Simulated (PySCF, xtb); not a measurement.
Ge(F)2(OH)(NH2) (F₂GeH₃NO), SMILES [NH2][Ge]([OH])([F])[F]. The values are those of a single conformer.

Harmonic wavenumbers (cm⁻¹) from GFN2-xTB run with xtb 6.7.1 at its own minimum, in rising order: 91, 158, 179, 195, 204, 219, 240, 452, 503, 517, 624, 703, 768, 828, 1432, 3421, 3456, 3599.

Problem. What does PBE-D3(BJ)/def2-SVP (PySCF) give at its own minimum? (An estimate is asked for; the answer gives what the named calculation found.)

Solution. 106, 162, 208, 236, 248, 254, 286, 489, 663, 706, 734, 751, 878, 920, 1486, 3465, 3568, 3724. Paired by order, the mean absolute difference is 72 cm⁻¹ and the zero-point energies are 25.1 and 27.0 kcal/mol.
